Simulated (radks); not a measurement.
The numbers below are computed, except where a source is named.
The antimony ion Sb4+, configuration [Kr] 4d10 5s1. Code: a radial shooting solver on a logarithmic mesh with Libxc functionals. Model: scalar-relativistic Kohn-Sham, SCAN, spin-unpolarised, spherical densities, finite nucleus; meta-GGA in the generalised Kohn-Sham scheme; Fermi nuclear charge, rms radius 4.6802 fm.

Unscreened Slater integrals over Kohn-Sham orbitals (hartree).

integral      value
F0(5s,5s)   0.46096
F0(5s,4d)   0.55655
G2(5s,4d)  0.077412
F0(5s,4p)   0.57026
G1(5s,4p)  0.042525
F0(5s,4s)   0.57523
G0(5s,4s)  0.028981
F0(4d,4d)   0.89424
F2(4d,4d)   0.45248
F4(4d,4d)   0.29938
F0(4d,4p)   0.96538
F2(4d,4p)   0.48928
G1(4d,4p)   0.62174
G3(4d,4p)   0.38420
F0(4d,4s)   0.99318
G2(4d,4s)   0.47080
F0(4p,4p)    1.0565
F2(4p,4p)   0.55602
F0(4p,4s)    1.0932
G1(4p,4s)   0.74509
F0(4s,4s)    1.1346
